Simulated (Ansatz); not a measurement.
This geometry of Cl3FGaH (6 atoms, charge 0, multiplicity 1) is a first-order saddle point.

Level of theory: RKS PBE0/def2-SVP (Ansatz 0.2.0).

```xyz
6
Properties=species:S:1:pos:R:3
Ga -0.217 -0.562 0.146
F -1.028 0.952 -0.542
Cl 0.085 -2.092 -1.293
Cl -0.649 -0.902 2.195
H 0.251 1.484 -0.453
Cl 1.558 1.120 -0.054
```

(1) Which two structures does it join? (They come from a converged band through this point; their orientation in space is the band's.)

(2) How far does it lie above each of them?

Answers

(1) Bonds broken: H5–Cl6. Bonds formed: F2–H5.

First end point:

```xyz
6
Properties=species:S:1:pos:R:3
Ga -0.375 -0.589 0.122
F -1.205 0.837 -0.539
Cl 0.123 -2.121 -1.263
Cl -0.607 -0.939 2.204
H 0.481 1.690 -0.475
Cl 1.583 1.122 -0.049
```

Last end point:

```xyz
6
Properties=species:S:1:pos:R:3
Ga 0.171 -0.595 0.240
F -0.987 1.047 -0.568
Cl -0.005 -2.051 -1.302
Cl -0.728 -0.878 2.148
H -0.247 1.631 -0.609
Cl 1.797 0.846 0.091
```

(2) 0.032 eV above the first and 0.461 eV above the second. This is the barrier of this one path; another mechanism may lie lower. The orbitals stay closed-shell, which can raise the energy where a bond breaks towards radicals; this wasn't checked here.

The run took 2 min on 2 threads of Intel(R) Xeon(R) Platinum 8488C (Sapphire Rapids) (shared host), peak memory 0.3 GiB.
